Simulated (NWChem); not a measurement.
GeSiH5, doublet; SMILES [SiH3][GeH2]

Computed with NWChem. Pople sets run with spherical d functions. Spin-unrestricted. Coordinates come from a PBE0/def2-SVP, spin-unrestricted optimisation. No stability test was run on the SCF state. Level M06-2X/6-31G*: energy and gradient on several grids; changes count from the extra-fine grid, which is no exact limit either.

### Question
Which is the coarsest grid (coarse; xfine; fine; xcoarse; medium) from which on the energy stays within 100 μHa and each gradient component within 200 μHa/bohr of xfine?

### Answer
fine.
```json
[
 {"grid": "xcoarse", "size of the energy change (μHa)": "600", "largest change of a gradient component (μHa/bohr)": "4000", "time, medium = 1 (rough)": "about 1"},
 {"grid": "coarse", "size of the energy change (μHa)": "100", "largest change of a gradient component (μHa/bohr)": "500", "time, medium = 1 (rough)": "about 1"},
 {"grid": "medium", "size of the energy change (μHa)": "10", "largest change of a gradient component (μHa/bohr)": "400", "time, medium = 1 (rough)": "about 1"},
 {"grid": "fine", "size of the energy change (μHa)": "< 10", "largest change of a gradient component (μHa/bohr)": "100", "time, medium = 1 (rough)": "about 1"},
 {"grid": "xfine", "size of the energy change (μHa)": "< 10", "largest change of a gradient component (μHa/bohr)": "< 30", "time, medium = 1 (rough)": "2"}
]
```
